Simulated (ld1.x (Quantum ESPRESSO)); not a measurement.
Before and after: TM semilocal potential for Tc (Z = 43)

* Element: Tc (Z = 43)
* Generator: ld1.x (Quantum ESPRESSO) 7.5
* Type: norm-conserving Troullier–Martins (semilocal form)
* Functional: PBE
* Relativity: scalar-relativistic
* Frozen core: [Kr]
* Valence charge: 7
* Reference configuration: 4d5 5s0.5 5p0 (charge +1.5)
* Partial waves: 5p (bound, empty): rc 2.70 bohr; 4d (bound): rc 2.05 bohr; 5s (bound): rc 2.80 bohr
* Local potential: the s channel
* Core correction: Bessel-smoothed model core inside 1.60 bohr

Change: core [Ar] 3d10, valence charge 15; reference 4s2 4p6 4d5 5s2 5p0; waves now 4p (bound): rc 1.65 bohr; 4d (bound): rc 2.25 bohr; 4s (bound): rc 1.05 bohr; core correction Bessel-smoothed model core inside 0.70 bohr (5s counted twice).

Cutoffs: the cutoffs (Ry, on a coarse ladder) from which the occupation-weighted sum of valence levels, in a spherical-Bessel basis at the reference potential, stays within 10 and 1 mRy of its value at 400 Ry; they do not see the model core or the augmentation charge, which bear on the density cutoff. Errors are all-electron minus pseudo energies relative to the spin-unpolarised reference configuration.

What does the change do?

The potential gets harder (40 Ry and 50 Ry → 110 Ry and 200 Ry); neither file shows a bound ghost. The added semicore shells are compact, so their waves need more plane waves. A semilocal file is local in each channel, so a ghost entry of none says nothing of the separable form that plane-wave codes build from it. In the changed file ld1.x takes every shell without a wave as core, so the model core holds the 5s electrons as well and exchange and correlation see them twice. This cancels in the reference configuration, but the file is broken for other ones, and its errors say nothing about a proper core correction. Several settings change at once here, so the effects cannot be laid on one of them.

```csv
quantity,base,changed
"cutoff, loose",40 Ry,110 Ry
"cutoff, tight",50 Ry,200 Ry
bound ghosts,none,none
"largest miss of a reference level, eV",0.00,0.07
"largest error over its own tests, meV",-215,-1097
```
